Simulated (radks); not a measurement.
The numbers below are computed, except where a source is named.
V III, configuration [Ar] 3d3.

Level of theory: scalar-relativistic Kohn-Sham, r2SCAN, spin-unpolarised, spherical densities, finite nucleus; meta-GGA in the generalised Kohn-Sham scheme; Fermi nuclear charge, rms radius 3.6002 fm (a radial shooting solver on a logarithmic mesh with Libxc functionals).

Energy parts (eV):
part                      energy
total                 -25806.603
kinetic                26047.150
electron-nucleus      -61073.845
Hartree                10443.206
exchange-correlation   -1223.113

Orbitals (lengths in bohr, moments of r in powers of bohr; r(90%) holds 90 % of the orbital's charge):
orbital  occ.  eigenvalue (eV)  r(90%)      <r>
1s          2        -5402.695   0.119  0.06645
2s          2        -626.9290   0.477   0.3074
2p          6        -524.8912   0.449   0.2738
3s          2         -89.1829    1.42   0.9494
3p          6         -61.8580    1.56    1.016
3d          3         -20.9525    2.25    1.315

The highest occupied level is 3d at -20.953 eV. The density falls to 0.001 e/bohr^3 at r = 3.14 bohr. For comparison, the ionisation energy in NIST's Atomic Spectra Database is 29.311 eV (measured). In exact Kohn-Sham theory the highest level is minus the ionisation energy, but local and semilocal functionals leave it too shallow, through self-interaction and a potential that decays too fast; potentials with the right tail come closer.

Beside tabulated values, note that spin-unpolarised runs miss the spin-polarisation part of the exchange energy of open shells.
